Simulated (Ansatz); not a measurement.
A run on C$_{9}$H$_{18}$N$_{2}$Ti, SMILES `C[N](C)[Ti]1234([CH3])([NH2])[C@@H]5[C@H]1[C@H]2[C@@]3(C)[C@@H]54` with other settings.

```yaml
crystal:
  periodic: [false, false, false]
  atoms:
    - {symbol: C, position_ang: [-2.654636, -1.231572, 0.108692]}
    - {symbol: N, position_ang: [-1.475120, -0.586277, 0.580691]}
    - {symbol: C, position_ang: [-1.077755, -1.124136, 1.901869]}
    - {symbol: Ti, position_ang: [-0.298851, 0.611621, -0.359770]}
    - {symbol: C, position_ang: [0.175165, 1.992899, 1.139773]}
    - {symbol: N, position_ang: [-1.509384, 1.521112, -1.499962]}
    - {symbol: C, position_ang: [1.391797, 0.978499, -2.058825]}
    - {symbol: C, position_ang: [0.748220, -0.291977, -2.321717]}
    - {symbol: C, position_ang: [1.000947, -1.200508, -1.280794]}
    - {symbol: C, position_ang: [1.827331, -0.460467, -0.356655]}
    - {symbol: C, position_ang: [2.464292, -1.022429, 0.949782]}
    - {symbol: C, position_ang: [2.089829, 0.831641, -0.914474]}
    - {symbol: H, position_ang: [-2.851360, -0.775353, -0.874420]}
    - {symbol: H, position_ang: [-3.492345, -1.127747, 0.741314]}
    - {symbol: H, position_ang: [-2.470224, -2.285719, -0.129230]}
    - {symbol: H, position_ang: [-1.893758, -0.994332, 2.583761]}
    - {symbol: H, position_ang: [-0.252341, -0.556641, 2.242191]}
    - {symbol: H, position_ang: [-0.839250, -2.215239, 1.828133]}
    - {symbol: H, position_ang: [-0.733136, 2.279398, 1.654777]}
    - {symbol: H, position_ang: [0.603372, 2.918202, 0.755529]}
    - {symbol: H, position_ang: [0.868541, 1.642781, 1.946664]}
    - {symbol: H, position_ang: [-2.397301, 1.893337, -1.089459]}
    - {symbol: H, position_ang: [-1.399442, 1.925318, -2.428743]}
    - {symbol: H, position_ang: [1.326173, 1.810376, -2.663732]}
    - {symbol: H, position_ang: [0.045192, -0.522251, -3.124599]}
    - {symbol: H, position_ang: [0.604570, -2.192242, -1.112093]}
    - {symbol: H, position_ang: [2.494253, -0.240872, 1.755226]}
    - {symbol: H, position_ang: [1.844162, -1.898681, 1.300483]}
    - {symbol: H, position_ang: [3.464598, -1.356651, 0.755932]}
    - {symbol: H, position_ang: [2.532174, 1.680566, -0.358159]}
basis:
  gaussian: {orbitals: aug-cc-pVDZ}
hamiltonian: {xc: {name: HSE06}, dispersion: d3bjatm}
output: {forces: true}
```

```sh
$ ansatz run in.yaml --threads 11 --pin off --events-out ev --progress --plain --max-ram 174080MiB --backend cuda --devices 0, --max-vram 75GiB
```

Shortened log:

```
Functional definition: HSE06
4707 factors; integrals over basis functions are off by at most 7.3e-4 eV
437 factors; integrals over basis functions are off by at most 2.9e-7 eV
mean field evaluation 1: about -35666.2545 eV, gradient 1.3e2 eV
mean field evaluation 2: about -35399.8828 eV, gradient 4.4e2 eV
mean field evaluation 4: about -35680.4832 eV, gradient 1.2e2 eV
mean field evaluation 8: about -35703.6570 eV, gradient 1.2e0 eV
mean field evaluation 16: about -35703.6469 eV, gradient 2.7e-3 eV
mean field -35703.64688259 eV, -1312.0848221342 hartree, gradient 3.8e-5 eV, S^2 0.000000; 0 other end points of the search recorded, 0 dependent functions left out
reference -35703.64702878 eV, -1312.0848275064 hartree; 54, 54 occupied and 420, 420 virtual orbitals, 4707 factors
Total energy: -35704.37554823 eV, -1312.1116001025 hartree
Atom 0 at    -2.654636    -1.231572     0.108692 Å, force     1.376931     0.258719    -2.454439 eV/Å
Atom 1 at    -1.475120    -0.586277     0.580691 Å, force     0.799090     0.102176     1.173967 eV/Å
Atom 2 at    -1.077755    -1.124136     1.901869 Å, force    -0.394982    -0.542181    -2.175249 eV/Å
Atom 3 at    -0.298851     0.611621    -0.359770 Å, force     0.008022    -0.924885     0.013187 eV/Å
Atom 4 at     0.175165     1.992899     1.139773 Å, force     0.780414    -0.227373     0.586842 eV/Å
Atom 5 at    -1.509384     1.521112    -1.499962 Å, force    -0.933563     0.682146     0.089870 eV/Å
Atom 6 at     1.391797     0.978499    -2.058825 Å, force    -1.514927    -2.862657    -1.359864 eV/Å
Atom 7 at     0.748220    -0.291977    -2.321717 Å, force    -0.983369     0.305538    -0.690666 eV/Å
Atom 8 at     1.000947    -1.200508    -1.280794 Å, force     1.013357     1.647325     0.992205 eV/Å
Atom 9 at     1.827331    -0.460467    -0.356655 Å, force     0.786472    -0.953571     1.266524 eV/Å
Atom 10 at     2.464292    -1.022429     0.949782 Å, force    -2.163052     0.598203    -0.384343 eV/Å
Atom 11 at     2.089829     0.831641    -0.914474 Å, force     0.797832     0.411850     3.276101 eV/Å
Atom 12 at    -2.851360    -0.775353    -0.874420 Å, force    -0.528859    -0.049541     0.085149 eV/Å
Atom 13 at    -3.492345    -1.127747     0.741314 Å, force    -1.326907     0.135324     1.136978 eV/Å
Atom 14 at    -2.470224    -2.285719    -0.129230 Å, force    -0.084012    -0.498363     0.271340 eV/Å
Atom 15 at    -1.893758    -0.994332     2.583761 Å, force    -0.771970     0.056997     0.806551 eV/Å
Atom 16 at    -0.252341    -0.556641     2.242191 Å, force     1.243155     0.463538     0.726634 eV/Å
Atom 17 at    -0.839250    -2.215239     1.828133 Å, force     0.026745     0.466419     0.142350 eV/Å
Atom 18 at    -0.733136     2.279398     1.654777 Å, force    -0.715352     0.095776     0.239880 eV/Å
Atom 19 at     0.603372     2.918202     0.755529 Å, force     0.214840     0.301929    -0.255711 eV/Å
Atom 20 at     0.868541     1.642781     1.946664 Å, force    -0.229292     0.000109    -0.475537 eV/Å
Atom 21 at    -2.397301     1.893337    -1.089459 Å, force     0.995490    -0.460374    -0.382013 eV/Å
Atom 22 at    -1.399442     1.925318    -2.428743 Å, force    -0.025384    -0.164507     0.215957 eV/Å
Atom 23 at     1.326173     1.810376    -2.663732 Å, force    -0.156215     1.900027    -1.346925 eV/Å
Atom 24 at     0.045192    -0.522251    -3.124599 Å, force     0.226983     0.249178    -0.124602 eV/Å
Atom 25 at     0.604570    -2.192242    -1.112093 Å, force    -0.037763    -0.155645    -0.167384 eV/Å
Atom 26 at     2.494253    -0.240872     1.755226 Å, force    -0.047500    -0.590142    -0.565242 eV/Å
Atom 27 at     1.844162    -1.898681     1.300483 Å, force     0.646315     0.775026    -0.167273 eV/Å
Atom 28 at     3.464598    -1.356651     0.755932 Å, force     0.836575    -0.305349    -0.131295 eV/Å
Atom 29 at     2.532174     1.680566    -0.358159 Å, force     0.160928    -0.715693    -0.342993 eV/Å
Dipole moment:    -0.098426    -0.150087    -0.066053 e Å
```

It took 6 s on 11 threads of an AMD EPYC 7R13 on a shared host and a whole NVIDIA H100 80 GB, with 1.9 GiB of host memory at the peak.
